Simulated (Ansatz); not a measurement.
`[NH2][W](=[O])(=[O])[F]` + CH₃OH → `C[O][W](=[O])(=[O])[F]` + NH₃ at 700 K and 1 bar (ligand exchange at a W–N bond).

Gas-phase electronic energies from Ansatz, PBE0-D4/def2-TZVP geometries. CCSD(T)/CBS is the MP2 limit (def2-TZVPP, def2-QZVPP) plus CCSD(T) − MP2 in def2-TZVPP, frozen cores. This one scheme is used for every species. def2 core potentials past Kr. For W outer-core shells are correlated without core-valence functions, which leaves a few kJ/mol of doubt a bond. Each species was taken in one conformer, which may not be the lowest.

| species | CCSD(T)/CBS energy (Eh) | H − E (kJ/mol) | S (J/(mol·K)) |
| --- | --- | --- | --- |
| `[NH2][W](=[O])(=[O])[F]` | -373.18891 | 155.2 | 432.9 |
| CH₃OH | -115.61712 | 170.8 | 288.5 |
| `C[O][W](=[O])(=[O])[F]` | -432.30984 | 210.1 | 499.1 |
| NH₃ | -56.50880 | 116.9 | 226.5 |

H − E and S are ideal-gas, rigid-rotor, harmonic terms from PBE0-D4/def2-TZVP, for one conformer and one mirror image of each species. 1 Eh = 2625.50 kJ/mol, R = 8.31446 J/(mol·K).

**Question.** By hand: ΔE, ΔH, ΔS and ΔG.

**Answer.** ΔE = (-432.30984) + (-56.50880) − (-373.18891) − (-115.61712) = -0.01261 Eh = -33.1 kJ/mol. Δ(H − E) = 210.1 + 116.9 − 155.2 − 170.8 = 1.0, so ΔH = -32.1 kJ/mol. ΔS = 499.1 + 226.5 − 432.9 − 288.5 = 4.2 J/(mol·K). ΔG = -32.1 − 700 × (4.2)/1000 = -35.0 kJ/mol.

**Question.** By hand: the equilibrium constant, and the temperature at which ΔG would vanish if ΔH and ΔS stayed fixed.

**Answer.** log₁₀ K = −ΔG/(RT ln 10) = 2.6. ΔH and −TΔS have one sign here, so there is no such temperature.

The number of gas molecules stays the same, so ΔS is small and ΔH decides. A doubt of 5 kJ/mol in ΔE shifts log₁₀ K by 0.4 here. Other conformers and mirror images would add mixing entropy, several J/(mol·K) or more a flexible species. Modes under 60 cm⁻¹, often nearly free rotors, make the harmonic entropy too high. These are equilibria of isolated gas molecules and say nothing of rates. Largest T1 diagnostic: 0.022 (customary marks: 0.02 for closed shells, 0.045 for open ones).

ΔS is within the doubt of such terms, so its sign, and with it that verdict, could turn.
